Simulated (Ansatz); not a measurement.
## Two structures, one formula

Two relaxed structures of SiH₂SO₂, closed shell (PBE0-D4/def2-TZVP; forces vanish, vibrations not checked).

A:

O1  (-0.299, -0.241, -1.519)
Si2  (0.318, 0.738, -0.527)
S3  (0.232, 0.125, 1.453)
O4  (-0.538, -1.309, 1.158)
H5  (0.963, 2.048, -0.754)
H6  (-0.677, -1.362, 0.188)
(Å)

B:

O1  (0.028, -0.237, -1.616)
Si2  (0.407, 0.812, -0.451)
S3  (0.085, -0.016, 1.380)
O4  (-0.420, -1.391, 0.934)
H5  (0.893, 2.114, -0.945)
H6  (-0.278, -1.055, -1.173)
(Å)

Program: Ansatz 0.2.0. Basis: def2-TZVPP. Cores are frozen in the correlated methods. B3LYP uses VWN-RPA correlation.

Question: Which structure is lower at CCSD(T), and by how much? (An estimate is asked for; the value comes from the calculation.)

Answer: By the calculation: A, by 0.470 eV (electronic energy, against the other). By their contacts, A is SiH₂SO₂ ([O][SiH][S][OH]) and B is SiH₂SO₂ ([O][S][SiH][OH]).

All methods give the same order:

| method | E(B) − E(A) (eV) |
| --- | --- |
| PBE-D4 | 0.268 |
| r2SCAN-D4 | 0.286 |
| PBE0-D4 | 0.352 |
| B3LYP-D4 | 0.386 |
| wB97M-V | 0.505 |
| HF | 0.600 |
| MP2 | 0.518 |
| CCSD | 0.534 |
| CCSD(T) | 0.470 |

No T1 diagnostic of these runs exceeds 0.027. The T1 diagnostic is large here, which may signal multireference character or strong orbital relaxation, so CCSD(T) is less sure.

Labels in which every atom is bracketed show which atoms are joined, not bond orders.

For scale, one of the runs: CCSD(T)/def2-TZVPP, 174 basis functions, launched by `ansatz run in.yaml --threads 2 --pin off --events-out ev --progress --plain --max-ram 4352MiB`. Hardware: 2 CPU threads of an Intel Xeon, shared host. Wall time 34 s; peak host memory 1.6 GiB.
